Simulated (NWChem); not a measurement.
System: C2H7BO; SMILES CB(C)O

Excerpt of the output:

```
             Northwest Computational Chemistry Package (NWChem) 7.3.0
             --------------------------------------------------------

                             Geometry "geometry" -> ""
                             -------------------------

 Output coordinates in angstroms (scale by  1.889725989 to convert to a.u.)

  No.       Tag          Charge          X              Y              Z
 ---- ---------------- ---------- -------------- -------------- --------------
    1 B                    5.0000     0.07456100    -0.01494600    -0.00288000
    2 C                    6.0000    -0.67953600     1.37606800    -0.01140000
    3 H                    1.0000    -1.47371400     1.40133100     0.75269700
    4 H                    1.0000    -1.19376600     1.50416200    -0.98020300
    5 H                    1.0000    -0.03111000     2.25473400     0.13900300
    6 C                    6.0000    -0.70619500    -1.38295400     0.00862900
    7 H                    1.0000    -1.14107800    -1.53977600     1.01211800
    8 H                    1.0000    -0.05896300    -2.24387700    -0.21295400
    9 H                    1.0000    -1.55726500    -1.38130300    -0.69124300
   10 O                    8.0000     1.43394400    -0.08240700    -0.00036000
   11 H                    1.0000     1.84731300     0.78697600     0.01644200

 Effective nuclear repulsion energy (a.u.)     113.2114079473

                              NWChem Property Module
                              ----------------------

                                 NWChem DFT Module
                                 -----------------

 Summary of "ao basis" -> "ao basis" (spherical)
 ------------------------------------------------------------------------------
       Tag                 Description            Shells   Functions and Types
 ---------------- ------------------------------  ------  ---------------------
 B                         def2-svpd                 8       20   4s2p2d
 C                         def2-svpd                 8       20   4s2p2d
 H                         def2-svpd                 4        8   2s2p
 O                         def2-svpd                 9       23   4s3p2d

            General Information
            -------------------
          SCF calculation type: DFT
          Wavefunction type:  closed shell.
          No. of atoms     :    11
          No. of electrons :    32
           Alpha electrons :    16
            Beta electrons :    16
          Charge           :     0
          Spin multiplicity:     1
          Use of symmetry is: off; symmetry adaption is: off
          Maximum number of iterations: 150
          AO basis - number of functions:   139
                     number of shells:    61
          Convergence on energy requested:  1.00D-06
          Convergence on density requested:  1.00D-05
          Convergence on gradient requested:  5.00D-04

              XC Information
              --------------
                         B3LYP Method XC Potential
                     Hartree-Fock (Exact) Exchange  0.200
                        Slater Exchange Functional  0.800 local
                    Becke 1988 Exchange Functional  0.720 non-local
              Lee-Yang-Parr Correlation Functional  0.810
                  VWN I RPA Correlation Functional  0.190 local

             Grid Information
             ----------------
          Grid used for XC integration:  medium
          Radial quadrature: Mura-Knowles
          Angular quadrature: Lebedev.
          Tag              B.-S. Rad. Rad. Pts. Rad. Cut. Ang. Pts.
          ---              ---------- --------- --------- ---------
          B                   0.85       49           9.0       434
          C                   0.70       49          11.0       434
          H                   0.35       45          12.0       434
          O                   0.60       49          10.0       434
          Grid pruning is: on
          Number of quadrature shells:   511
          Spatial weights used:  Erf1

      Superposition of Atomic Density Guess
      -------------------------------------

 Sum of atomic energies:        -177.94349600

      Non-variational initial energy
      ------------------------------

 Total energy =    -180.237648
 1-e energy   =    -463.063649
 2-e energy   =     169.614593
 HOMO         =      -0.370331
 LUMO         =       0.029078

   convergence    iter        energy       DeltaE   RMS-Dens  Diis-err
 ---------------- ----- ----------------- --------- --------- ---------
 d= 0,ls=0.0,diis     1   -180.3917063288 -2.94D+02  1.25D-02  5.57D-01
 d= 0,ls=0.0,diis     2   -180.3816454626  1.01D-02  4.31D-03  8.15D-01
 d= 0,ls=0.0,diis     3   -180.4549779749 -7.33D-02  1.03D-03  5.33D-02
 d= 0,ls=0.0,diis     4   -180.4594649865 -4.49D-03  3.88D-04  3.79D-03
 d= 0,ls=0.0,diis     5   -180.4599223821 -4.57D-04  7.14D-05  1.44D-04
  Resetting Diis
 d= 0,ls=0.0,diis     6   -180.4599412241 -1.88D-05  1.12D-05  1.32D-06
 d= 0,ls=0.0,diis     7   -180.4599413793 -1.55D-07  4.59D-06  1.09D-07

         Total DFT energy =     -180.459941379314
      One electron energy =     -467.672803881693
           Coulomb energy =      200.118474574412
    Exchange-Corr. energy =      -26.117020019363
 Nuclear repulsion energy =      113.211407947330

 Numeric. integr. density =       31.999999065483

                       DFT Final Molecular Orbital Analysis
                       ------------------------------------

 Vector   14  Occ=2.000000D+00  E=-3.595357D-01
              MO Center= -1.3D-01,  1.9D-01,  1.7D-02, r^2= 3.3D+00
   Bfn.  Coefficient  Atom+Function         Bfn.  Coefficient  Atom+Function
  ----- ------------  ---------------      ----- ------------  ---------------
   113      0.283223  10 O  px               25      0.278730   2 C  px
     5      0.270945   1 B  px               70      0.213696   6 C  py
    57      0.186303   5 H  s               114     -0.184903  10 O  py
    41     -0.171939   3 H  s                69      0.161600   6 C  px
    49     -0.135888   4 H  s               116      0.127101  10 O  px

 Vector   15  Occ=2.000000D+00  E=-3.552167D-01
              MO Center=  8.6D-01, -1.5D-01,  3.2D-02, r^2= 2.3D+00
   Bfn.  Coefficient  Atom+Function         Bfn.  Coefficient  Atom+Function
  ----- ------------  ---------------      ----- ------------  ---------------
   115      0.548630  10 O  pz              118      0.365807  10 O  pz
    71     -0.166116   6 C  pz               85     -0.157272   7 H  s
     7     -0.121302   1 B  pz               27     -0.111777   2 C  pz
     9      0.106432   1 B  py               49      0.098855   4 H  s
   101      0.098037   9 H  s                41     -0.089038   3 H  s

 Vector   16  Occ=2.000000D+00  E=-3.031257D-01
              MO Center= -9.4D-02, -1.6D-02, -3.1D-03, r^2= 2.9D+00
   Bfn.  Coefficient  Atom+Function         Bfn.  Coefficient  Atom+Function
  ----- ------------  ---------------      ----- ------------  ---------------
     6      0.371853   1 B  py               26      0.293641   2 C  py
    70      0.292791   6 C  py              114      0.235570  10 O  py
    25     -0.160405   2 C  px              117      0.143664  10 O  py
   132      0.134924  11 H  s               111     -0.123297  10 O  s
    69      0.122112   6 C  px               29      0.119601   2 C  py

 Vector   17  Occ=0.000000D+00  E=-5.803239D-03
              MO Center=  7.2D-01,  7.2D-01,  6.1D-03, r^2= 9.6D+00
   Bfn.  Coefficient  Atom+Function         Bfn.  Coefficient  Atom+Function
  ----- ------------  ---------------      ----- ------------  ---------------
     4      4.007884   1 B  s               112     -2.753557  10 O  s
     3      1.489545   1 B  s                68     -1.397137   6 C  s
    24     -0.960403   2 C  s               119      0.745494  10 O  px
   120      0.507192  10 O  py               16     -0.468451   1 B  d -2
    18     -0.424617   1 B  d  0              9     -0.407837   1 B  py

 Vector   18  Occ=0.000000D+00  E= 1.400099D-02
              MO Center= -1.4D-01,  1.3D-02, -4.0D-05, r^2= 3.1D+00
   Bfn.  Coefficient  Atom+Function         Bfn.  Coefficient  Atom+Function
  ----- ------------  ---------------      ----- ------------  ---------------
     7      0.554685   1 B  pz               10     -0.381296   1 B  pz
     9     -0.300526   1 B  py              115      0.264667  10 O  pz
    58      0.240340   5 H  s               118      0.229073  10 O  pz
    94     -0.222365   8 H  s                49     -0.151421   4 H  s
    85      0.149590   7 H  s                41      0.126406   3 H  s

 Vector   19  Occ=0.000000D+00  E= 3.889086D-02
              MO Center=  1.5D-01,  9.2D-02,  2.5D-02, r^2= 1.1D+01
   Bfn.  Coefficient  Atom+Function         Bfn.  Coefficient  Atom+Function
  ----- ------------  ---------------      ----- ------------  ---------------
   102      1.804108   9 H  s                68     -1.572691   6 C  s
   112      1.502738  10 O  s                67     -1.458549   6 C  s
    58     -1.337131   5 H  s                86      1.197791   7 H  s
    42      1.145770   3 H  s               120      1.132626  10 O  py
     3      1.108892   1 B  s                20     -0.978185   1 B  d  2

[...]

 DFT Linear Response polarizability / au
 Frequency  =       0.0000000 / au
              X              Y              Z
 -----------------------------------------------
 X      47.9028330      1.0957270      0.0001525
 Y       1.0957274     49.8945686     -0.2717188
 Z       0.0001552     -0.2717222     38.3264828
 -----------------------------------------------
 Eigenvalues =      47.4193649     50.3844861     38.3200335
 Isotropic   =      45.3746282
 Anisotropic =      10.8890035
 -----------------------------------------------

 Magnetic Dipole Response Matrix (nonzero elements):

 Exiting AOResponse driver routine
```

Level: B3LYP/def2-SVPD. Coordinates come from a PBE0/def2-SVP optimisation.

Reconstruct the input file.

One answer among several that fit: the input that was run:
```
start job
memory heap 200 mb stack 900 mb global 1100 mb
geometry units angstroms noautosym nocenter noautoz
  B      0.074561    -0.014946    -0.002880
  C     -0.679536     1.376068    -0.011400
  H     -1.473714     1.401331     0.752697
  H     -1.193766     1.504162    -0.980203
  H     -0.031110     2.254734     0.139003
  C     -0.706195    -1.382954     0.008629
  H     -1.141078    -1.539776     1.012118
  H     -0.058963    -2.243877    -0.212954
  H     -1.557265    -1.381303    -0.691243
  O      1.433944    -0.082407    -0.000360
  H      1.847313     0.786976     0.016442
end
basis spherical
  * library def2-svpd
end
dft
  xc b3lyp
  iterations 150
end
property
  response 1 0.0
end
task dft property
```
